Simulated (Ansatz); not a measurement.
Reaction (ligand exchange at a B–N bond): `BN(B)[SiH2]F` + CH₃NH₂ → `BNC` + `BN[SiH2]F`

Isolated molecules relaxed with PBE0-D4/def2-TZVP in Ansatz; ΔE leaves out vibrations. CBS: MP2 limit from def2 TZ/QZ plus the TZ coupled-cluster correction, frozen cores. Functionals use def2-TZVPP. HSE06 is defined as in plane-wave codes. Each species was taken in one conformer, which may not be the lowest.

CCSD(T)/CBS gives -68.1 kJ/mol.

Q: Another level gave -76.1 kJ/mol. Which?
A. BLYP/def2-TZVPP
B. HSE06/def2-TZVPP
C. LDA (SPW92)/def2-TZVPP
D. ωB97X-V/def2-TZVPP

A: B. HSE06 -76.1, ωB97X-V -69.9, LDA (SPW92) -89.7, BLYP -82.1 kJ/mol.

Largest T1 diagnostic among the species: 0.012.

From PBE to PBE0 (25 % exact exchange), in def2-TZVPP and without D4, ΔE moves by +6.0 kJ/mol. At CCSD(T), def2-SVP lies −12.0 kJ/mol from the extrapolated value and def2-TZVPP −1.1 kJ/mol. Leaving LDA and LC-ωPBE aside and taking each functional with its dispersion term where it has one, the values, not all of them listed here, spread over 11.8 kJ/mol, from PBE-D4 to BHLYP-D4. LDA lies −7.7 kJ/mol from PBE without D4.

CCSD(T)/CBS has its own doubt, a few kJ/mol and more with outer-core shells, so smaller differences from it don't rank the levels.
